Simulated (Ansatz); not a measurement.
CH$_{7}$ClO$_{2}$Si$_{2}$, SMILES `CO[Si](O)([SiH3])Cl`. Charge 0, multiplicity 1. The structure was optimised at the PBE0-D4/def2-TZVP level. It is one conformer, not always the lowest.

```xyz
13

C     0.476    1.966   -0.661
O     0.831    1.002    0.307
Si   -0.094   -0.236    0.825
O     0.618   -0.887    2.135
Si   -0.421   -1.928   -0.748
Cl   -1.946    0.551    1.320
H     1.287    2.692   -0.725
H    -0.445    2.485   -0.382
H     0.338    1.508   -1.646
H     0.852   -0.306    2.862
H    -1.366   -2.943   -0.215
H    -0.999   -1.325   -1.979
H     0.870   -2.578   -1.092
```

(1) What is the dipole moment at r2SCAN/def2-TZVPP? (Estimate.)

(2) And with PBE, B3LYP, ωB97M-V? (Estimate.)

(3) Give the Mulliken charges with r2SCAN, PBE, B3LYP in def2-TZVPP. (An estimate is asked.)

Results:

(1) Computed: 1.49 D, with components (0.83, 1.16, -0.45) D in this frame, pointing from negative to positive charge.

(2) The calculation gave: PBE 1.45 D, B3LYP 1.48 D, ωB97M-V 1.48 D.

(3) Ansatz gave: 
```tsv
atom	r2SCAN	PBE	B3LYP
C1	0.00	-0.13	-0.12
O2	-0.36	-0.28	-0.35
Si3	0.67	0.55	0.66
O4	-0.40	-0.34	-0.38
Si5	0.13	0.05	0.12
Cl6	-0.27	-0.24	-0.27
H7	0.07	0.11	0.12
H8	0.07	0.10	0.10
H9	0.06	0.09	0.10
H10	0.20	0.19	0.19
H11	-0.05	-0.03	-0.05
H12	-0.06	-0.04	-0.06
H13	-0.06	-0.04	-0.05
```

B3LYP here is the variant with VWN-RPA as its local correlation; programs differ in this.
